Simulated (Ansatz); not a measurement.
Molecule: C$_{6}$H$_{12}$, net charge 0, singlet state. 
Geometry from a B3LYP-D3(BJ)/def2-TZVP (Ansatz, a quantum-chemistry and plane-wave program) optimisation:
```
C
H 1 1.0917
H 1 1.0965 2 106.24
C 1 1.4981 2 111.13 3 118.46
C 4 1.3314 1 127.77 2 8.65
H 5 1.0865 4 117.40 1 179.10
H 4 1.0872 5 117.38 6 0.54
C 5 1.4974 6 114.99 4 -179.99
H 8 1.0888 5 112.86 6 -178.94
H 8 1.0940 9 107.88 2 -127.84
H 8 1.0941 9 107.91 10 -114.75
C 1 1.5344 2 109.17 3 -116.73
H 12 1.0937 1 108.80 2 -63.66
H 12 1.0944 13 106.16 1 117.34
C 12 1.5254 13 109.99 14 118.67
H 15 1.0915 12 111.45 13 -58.16
H 15 1.0928 16 107.78 12 122.14
H 15 1.0928 16 107.73 17 115.77
```
Charge 0, spin multiplicity 1.

Property: atomisation energy (electronic, to ground-state atoms), in kJ/mol. Cores are frozen in the correlated levels unless marked. Open shells are spin-unrestricted. No spin-orbit coupling. Non-relativistic. The coupled-cluster limit lacks core correlation, which all-electron functionals hold. Basis-set limits of correlation are two-point, X^-3; Hartree-Fock from the larger set.

| level | program | atomisation energy (kJ/mol) |
|---|---|---|
| revPBE/def2-TZVPD | Ansatz | 7171.0 |
| PBE0/def2-SVP | Ansatz | 7394.9 |
| HSE06-D4/def2-TZVPD | Ansatz + dftd4 | … |
| wB97M-V/def2-TZVPD | Ansatz | 7303.8 |
| B2PLYP-D3(BJ)/def2-TZVPD | Ansatz + dftd3 | … |
| PBE-QIDH/def2-TZVPD | Ansatz | 7267.0 |
| CCSD(T)/CBS(cc-pVTZ,cc-pVQZ) | Ansatz | … |

Question: Some entries are withheld; supply them.

Answer: 
- HSE06-D4/def2-TZVPD, atomisation energy (kJ/mol): 7355.4
- B2PLYP-D3(BJ)/def2-TZVPD, atomisation energy (kJ/mol): 7236.4
- CCSD(T)/CBS(cc-pVTZ,cc-pVQZ), atomisation energy (kJ/mol): 7288.5
